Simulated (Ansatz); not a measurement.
C3H6BFO can be A, `BO/C(F)=C/C`, or B, `CB/C(F)=C\O`.

Gas-phase electronic energies from Ansatz, PBE0-D4/def2-TZVP geometries. CCSD(T)/CBS is the MP2 limit (def2-TZVPP, def2-QZVPP) plus CCSD(T) − MP2 in def2-TZVPP, frozen cores. Double bonds are as drawn, so ΔE can hold a change between cis and trans. DFT in def2-TZVPP. B3LYP here is the variant with VWN-RPA as its local correlation; programs differ in this. Each species was taken in one conformer, which may not be the lowest.

Problem. Which isomer does CCSD(T)/CBS put lower? Give the gap. (An estimate is asked.)

Solution. Ansatz gave: A, by 87.6 kJ/mol.

Problem. Give E(B) − E(A) in kJ/mol with CCSD(T)/def2-TZVPP, B2PLYP, HF/def2-TZVPP, CCSD/def2-TZVPP, MP2/def2-TZVPP, B3LYP, ωB97M-V. (Estimate.)

Solution. The calculation gave: CCSD(T)/def2-TZVPP 90.9, B2PLYP 87.9, HF/def2-TZVPP 102.2, CCSD/def2-TZVPP 92.8, MP2/def2-TZVPP 92.4, B3LYP 84.2, ωB97M-V 84.6. None reverses the order clearly.

Largest T1 diagnostic: 0.013.

From PBE to PBE0 (25 % exact exchange), in def2-TZVPP and without D4, E(B) − E(A) moves by +6.6 kJ/mol. In def2-TZVPP, CCSD(T) changes the Hartree–Fock value by −11.3 kJ/mol (the triples alone add −1.9 kJ/mol) and MP2 by −9.8 kJ/mol.
